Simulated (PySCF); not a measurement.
Ground-state electric properties of a mixed set of molecules.

All values: CAM-B3LYP/def2-SVPD (PySCF) at GFN2-xTB geometries, gas phase, one conformer each. Core orbitals are frozen in the response; Δα² is half the sum of the squared differences of the principal polarisabilities.

**Question.** Rank by polarisability anisotropy Δα, highest first.
A. `[O:1]=[CH:2][O:3][c:4]1[cH:5][cH:6][s:7][cH:8]1` with O1–C2–O3–C4 0°, C2–O3–C4–C5 6°
B. `[CH3:1][CH:2]([CH3:3])[S:4]([CH3:5])(=[O:6])=[O:7]` with C1–C2–S4–C5 177°
C. `[PH2:1][c:2]1[cH:3][cH:4][c:5]([Cl:6])[cH:7][cH:8]1` with H–P1–C2–C3 45° and 138°
D. `N#Cc1pccs1`
E. `[CH3:1][CH2:2][S:3](=[O:4])(=[O:5])[CH2:6][CH3:7]` with C1–C2–S3–O4 -64°, C2–S3–C6–C7 180° (diethyl sulfone)

**Answer.** C (11.55 Å³), D (8.64 Å³), A (7.59 Å³), E (3.47 Å³), B (2.16 Å³).

**Question.** Rank by HOMO–LUMO gap, lowest first.
A. `PC1=CC=C(Cl)C=C1`
B. `c1scc(c1)C(O)=O`
C. `O=COc1ccsc1`
D. `CCS(=O)(=O)CC`
E. `O=C(O)c1cccs1`
F. `N#CC1=PC=CS1`

**Answer.** F (7.09 eV), E (7.91 eV), A (8.19 eV), B (8.33 eV), C (8.45 eV), D (10.37 eV).

**Question.** Rank by mean static polarisability, highest first.
A. `Pc1ccc(Cl)cc1`
B. `O=C(O)c1cccs1`
C. `N#Cc1pccs1`
D. `CCS(=O)(=O)CC`

**Answer.** A (16.20 Å³), C (13.60 Å³), B (12.19 Å³), D (11.26 Å³).

All values together:

```
         SMILES   formula  μ (D)  HOMO (eV)  LUMO (eV)  α (Å³)  Δα (Å³)  electrons  α per electron (Å³)
  O=C(O)c1cccs1   C5H4O2S   2.16      -8.64      -0.72   12.19     7.54         66                0.185
    O=COc1ccsc1   C5H4O2S   1.52      -8.27       0.19   12.00     7.59         66                0.182
  CCS(=O)(=O)CC  C4H10O2S   4.53      -9.59       0.79   11.26     3.47         66                0.171
  Pc1ccc(Cl)cc1   C6H6ClP   1.32      -7.95       0.24   16.20    11.55         74                0.219
CC(C)S(C)(=O)=O  C4H10O2S   4.82      -9.56       0.83   11.15     2.16         66                0.169
     N#Cc1pccs1   C4H2NPS   5.39      -8.73      -1.64   13.60     8.64         64                0.212
  O=C(O)c1ccsc1   C5H4O2S   1.84      -8.69      -0.36   12.10     7.73         66                0.183
```

Conformers: `[O:1]=[C:2]([OH:3])[c:4]1[cH:5][cH:6][cH:7][s:8]1` with O1–C2–O3–H 0°, O1–C2–C4–C5 0°; `[O:1]=[CH:2][O:3][c:4]1[cH:5][cH:6][s:7][cH:8]1` with O1–C2–O3–C4 0°, C2–O3–C4–C5 6°; `[CH3:1][CH2:2][S:3](=[O:4])(=[O:5])[CH2:6][CH3:7]` with C1–C2–S3–O4 -64°, C2–S3–C6–C7 180°; `[PH2:1][c:2]1[cH:3][cH:4][c:5]([Cl:6])[cH:7][cH:8]1` with H–P1–C2–C3 45° and 138°; `[CH3:1][CH:2]([CH3:3])[S:4]([CH3:5])(=[O:6])=[O:7]` with C1–C2–S4–C5 177°; `[O:1]=[C:2]([OH:3])[c:4]1[cH:5][cH:6][s:7][cH:8]1` with O1–C2–O3–H 0°, O1–C2–C4–C5 0°.

**Question.** How closely does the mean polarisability follow the number of electrons in this set?

**Answer.** The correlation coefficient is 0.78; α per electron runs from 0.169 to 0.219 Å³.
